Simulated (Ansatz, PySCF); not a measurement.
Noncovalent pair: aminoborane (SMILES BN) (first 6 atoms) with HF (SMILES F); geometry from B3LYP-D3(BJ)/def2-TZVP, rigid monomers moved along the line of their centres of mass till N2···H8 is 2.21 Å.
(charge 0, multiplicity 1):
```xyz
8

B      0.9064    -0.1258     0.0613
N     -0.1434     0.5794     0.6653
H      0.6626    -0.8237    -0.8706
H      1.9991    -0.0255     0.5206
H      0.0124     1.2765     1.3784
H     -1.0649     0.6332     0.2571
F     -1.1109    -1.5154     2.7965
H     -0.7713    -0.9375     2.1387
```

Monomers are frozen at their geometry in the pair; levels with a basis set take the counterpoise correction.

Frozen-core correlation. CBS: X⁻³ extrapolation of the correlation energy, Hartree–Fock from the larger set. Rows in 6-31G* carry no dispersion term and start afresh at each structure (6-31G* with six Cartesian d functions). MP2/6-31G* freezes PySCF's default core.

The values were computed with Ansatz (an electronic-structure program); PySCF for 6-31G* rows. Each number belongs to the level named beside it.

Task: What is the computed interaction energy (PBE/def2-TZVPPD)?

Result: -204 meV
